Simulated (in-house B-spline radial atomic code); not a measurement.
A calculation on Mn IV (Mn3+): its settings, and results tabulated from the run. Method: Dirac-Hartree-Fock, average of configuration, Fermi nucleus of rms radius 3.7057 fm, inside a hard spherical wall at 1.99 bohr. Calculated with a radial B-spline atomic code at the basis-set limit.

Command:
```bash
python run_scf.py task.json out
```
Settings (nuclear radius in fm, mass in u):
```
Z                25
configuration    [Ar] 3d4
hamiltonian      dirac
method           hf
spin_polarised   False
nucleus          fermi
rms_radius       3.7057
atomic_mass      54.93804
speed_of_light   137.035999084
wall_radius      1.99
```

Output (hartree, bohr):
```
 radial grid: 59 intervals, B-splines of order 8, outer radius 1.99 bohr

 iter        energy (Eh)    residual
    1      -1151.0337696    3.71e-01
    2      -1153.6876398    9.29e-02
    3      -1153.9962621    2.96e-02
    4      -1154.0285332    9.79e-03
    5      -1154.0320278    3.43e-03
    6      -1154.0324763    1.70e-04
    7      -1154.0324768    6.47e-06
    8      -1154.0324768    1.39e-06
    9      -1154.0324768    2.55e-08

 total energy                    -1154.032477
 kinetic                           1179.08672
 electron-nucleus                 -2750.75814
 electron-electron                  417.63894

 first-order corrections (not in the total)
   Gaunt                            0.44983
   retardation                     -0.03931
   frequency dependence            -0.00099
   self-energy                      0.29699
   Uehling                         -0.02457
   Wichmann-Kroll                   0.00014

 orbital      occ     eigenvalue          <r>       <r^2>       <1/r>     <1/r^3>       r_max    small
 1s1/2      2.000     -243.29575    0.0608618  0.00498199     24.9331           -     0.03988  8.07e-03
 2s1/2      2.000      -30.29055     0.277815   0.0911987     5.35144           -      0.2318  1.48e-03
 2p1/2      2.000      -25.89767      0.24472   0.0736843     5.26608           -      0.1869  1.45e-03
 2p3/2      4.000      -25.50880     0.247594   0.0752934     5.18137     407.847      0.1893  1.43e-03
 3s1/2      2.000       -4.80994     0.832149    0.784266     1.66947           -      0.7394  3.15e-04
 3p1/2      2.000       -3.42037     0.853841    0.831491     1.56966           -      0.7526  2.87e-04
 3p3/2      4.000       -3.36913     0.859279    0.841356     1.55475     50.6207      0.7589  2.84e-04
 3d3/2      1.600       -1.36673     0.870353    0.870975     1.37836     5.68291      0.7381  2.32e-04
 3d5/2      2.400       -1.36104     0.871655     0.87324     1.37547     5.61621      0.7399  2.32e-04

 Slater integrals (Eh)
   F0(3p1/2,3p1/2)               1.050877
   F0(3p1/2,3p3/2)               1.047448
   G2(3p1/2,3p3/2)               0.538984
   F0(3p1/2,3d3/2)               1.038360
   G1(3p1/2,3d3/2)               0.642122
   F0(3p1/2,3d5/2)               1.037576
   G3(3p1/2,3d5/2)               0.400979
   F0(3p3/2,3p3/2)               1.044068
   F2(3p3/2,3p3/2)               0.537881
   F0(3p3/2,3d3/2)               1.034937
   F2(3p3/2,3d3/2)               0.520552
   G1(3p3/2,3d3/2)               0.638375
   G3(3p3/2,3d3/2)               0.399436
   F0(3p3/2,3d5/2)               1.034164
   F2(3p3/2,3d5/2)               0.520441
   G1(3p3/2,3d5/2)               0.638563
   G3(3p3/2,3d5/2)               0.399578
   F0(3d3/2,3d3/2)               1.032858
   F2(3d3/2,3d3/2)               0.519388
   F0(3d3/2,3d5/2)               1.032064
   F2(3d3/2,3d5/2)               0.519175
   G2(3d3/2,3d5/2)               0.518774
   G4(3d3/2,3d5/2)               0.332364
   F0(3d5/2,3d5/2)               1.031273
   (list cut)
```

Cost of the run: 0.56 s on 1 thread of Intel(R) Xeon(R) Platinum 8375C CPU @ 2.90GHz, with other jobs on the host.

For the Dirac Hamiltonian the kinetic term is c α·p + (β - 1)c².
